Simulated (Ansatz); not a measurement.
H$_{2}$Be, triplet, geometry from GFN2-xTB (such geometries of metal compounds can be far from the true shape) (a higher spin typed on purpose: for a closed-shell molecule this is an excited state), atoms displaced at random by about 0.05 Å a coordinate; HF/def2-SV(P) in Ansatz (a quantum-chemistry and plane-wave program).

The Ansatz input:
Ansatz 0.2 input:
```yaml
crystal:
  periodic: [false, false, false]
  atoms:
    - {symbol: Be, position_ang: [-0.11769593, 0.21647109, 0.23844441]}
    - {symbol: H, position_ang: [0.46369227, -1.00539984, 0.12720729]}
    - {symbol: H, position_ang: [-0.26217700, -0.05455826, -1.15929857]}
basis:
  gaussian:
    orbitals: def2-SV_P_.json
hamiltonian:
  xc: hf
magnetization: {spin_polarized: true, initial_magnetization: 2}
relax: {f_tol: 0.05}
```
The basis file holds def2-SV(P) in the JSON format of the Basis Set Exchange.

What the program printed (banner, timings and long lists left out):

```
Functional definition: HF
206 factors; integrals over basis functions are off by at most 2.1e-4 eV
mean field evaluation 1: about -424.3054 eV, gradient 6.3e0 eV
mean field evaluation 2: about -424.3081 eV, gradient 6.3e0 eV
mean field evaluation 4: about -424.9947 eV, gradient 3.8e-1 eV
mean field evaluation 8: about -424.9989 eV, gradient 9.7e-6 eV
mean field -424.99888339 eV, -15.6184208900 hartree, gradient 2.7e-5 eV, S^2 2.015781; 0 other end points of the search recorded, 0 dependent functions left out
the calculation of the forces begins
reference -424.99888339 eV, -15.6184208900 hartree; 4, 2 occupied and 9, 11 virtual orbitals, 206 factors
relax step   1: F+E_penalty+E_count = -424.99888339 eV  Δ(F+E_penalty+E_count) = +0.000e0 eV  max|allowed force component| = 1.532e0 eV/Å  Δτ_max = 0.0000 Å  (29 SCF iters, accepted)
these checks for a lower state are left out or cut short: starts, cluster_reference, orbital_swaps, neighbouring_geometries, increment
206 factors; integrals over basis functions are off by at most 4.2e-4 eV
mean field evaluation 16: about -425.1943 eV, gradient 6.4e-5 eV
mean field -425.19425036 eV, -15.6256004936 hartree, gradient 6.4e-5 eV, S^2 2.006844; 0 other end points of the search recorded, 0 dependent functions left out
the calculation of the forces begins
reference -425.19425036 eV, -15.6256004936 hartree; 4, 2 occupied and 9, 11 virtual orbitals, 206 factors
relax step   2: F+E_penalty+E_count = -425.19425036 eV  Δ(F+E_penalty+E_count) = -1.954e-1 eV  max|allowed force component| = 1.794e-1 eV/Å  Δτ_max = 0.1950 Å  (28 SCF iters, accepted)
these checks for a lower state are left out or cut short: starts, cluster_reference, orbital_swaps, neighbouring_geometries, increment
206 factors; integrals over basis functions are off by at most 4.1e-4 eV
mean field -425.19791036 eV, -15.6257349961 hartree, gradient 6.5e-5 eV, S^2 2.006332; 0 other end points of the search recorded, 0 dependent functions left out
the calculation of the forces begins
reference -425.19791036 eV, -15.6257349961 hartree; 4, 2 occupied and 9, 11 virtual orbitals, 206 factors
relax step   3: F+E_penalty+E_count = -425.19791036 eV  Δ(F+E_penalty+E_count) = -3.660e-3 eV  max|allowed force component| = 1.015e-1 eV/Å  Δτ_max = 0.0143 Å  (26 SCF iters, accepted)
these checks for a lower state are left out or cut short: starts, cluster_reference, orbital_swaps, neighbouring_geometries, increment
206 factors; integrals over basis functions are off by at most 4.0e-4 eV
mean field -425.19940428 eV, -15.6257898967 hartree, gradient 6.4e-5 eV, S^2 2.005402; 0 other end points of the search recorded, 0 dependent functions left out
the calculation of the forces begins
reference -425.19940428 eV, -15.6257898967 hartree; 4, 2 occupied and 9, 11 virtual orbitals, 206 factors
relax step   4: F+E_penalty+E_count = -425.19940428 eV  Δ(F+E_penalty+E_count) = -1.494e-3 eV  max|allowed force component| = 1.769e-2 eV/Å  Δτ_max = 0.0232 Å  (25 SCF iters, accepted)
206 factors; integrals over basis functions are off by at most 4.0e-4 eV
mean field evaluation 32: about -424.4421 eV, gradient 6.0e0 eV
mean field -425.19940428 eV, -15.6257898967 hartree, gradient 6.4e-5 eV, S^2 2.005402; 1 other end points of the search recorded, 0 dependent functions left out
the calculation of the forces begins
reference -425.19940428 eV, -15.6257898967 hartree; 4, 2 occupied and 9, 11 virtual orbitals, 206 factors
Total energy: -425.19940428 eV, -15.6257898967 hartree
Atom 0 at    -0.156289     0.327863     0.320942 Å, force     0.002761     0.001542     0.017689 eV/Å
Atom 1 at     0.404347    -0.966851    -0.075176 Å, force    -0.005037     0.009316    -0.002185 eV/Å
Atom 2 at    -0.164239    -0.204499    -1.039413 Å, force     0.002276    -0.010858    -0.015504 eV/Å
Dipole moment:     0.034503    -0.114136    -0.109842 e Å
```
